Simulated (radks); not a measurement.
Isoelectronic series with 11 electrons, each ion in its NIST ground configuration. Method: non-relativistic Kohn-Sham, PBE, spin-polarised, spherical densities, point nucleus; open shells are filled with parallel spins first (spin-orbit coupling, left out, can overturn this in heavy ions); computed with a radial shooting solver on a logarithmic mesh with Libxc functionals. Total energies (hartree) and mean radii <r> (bohr):

ion    configuration  E (hartree)   3s up  2p down   2p up  2s down
Al2+        [Ne] 3s1   -241.32347   2.196   0.6004  0.6020   0.6261
P4+         [Ne] 3s1   -337.00712   1.597   0.4811  0.4821   0.5187
Cl6+        [Ne] 3s1   -449.17555   1.271   0.4021  0.4028   0.4425
K8+         [Ne] 3s1   -577.81145   1.060   0.3457  0.3461   0.3857
Sc10+       [Ne] 3s1   -722.90639  0.9117   0.3033  0.3036   0.3417
V12+        [Ne] 3s1   -884.45570  0.8004   0.2702  0.2705   0.3068
Mn14+       [Ne] 3s1  -1062.45651  0.7139   0.2437  0.2439   0.2783
Co16+       [Ne] 3s1  -1256.90700  0.6445   0.2219  0.2221   0.2547
Cu18+       [Ne] 3s1  -1467.80590  0.5876   0.2038  0.2039   0.2348
Ga20+       [Ne] 3s1  -1695.15234  0.5400   0.1884  0.1885   0.2177
As22+       [Ne] 3s1  -1938.94569  0.4996   0.1751  0.1752   0.2030
Br24+       [Ne] 3s1  -2199.18547  0.4649   0.1636  0.1637   0.1901
Rb26+       [Ne] 3s1  -2475.87133  0.4347   0.1535  0.1536   0.1788
Nb30+       [Ne] 3s1  -3078.58023  0.3848   0.1367  0.1368   0.1597
Tc32+       [Ne] 3s1  -3404.60287  0.3640   0.1296  0.1297   0.1517
Rh34+       [Ne] 3s1  -3747.07079  0.3453   0.1232  0.1233   0.1444
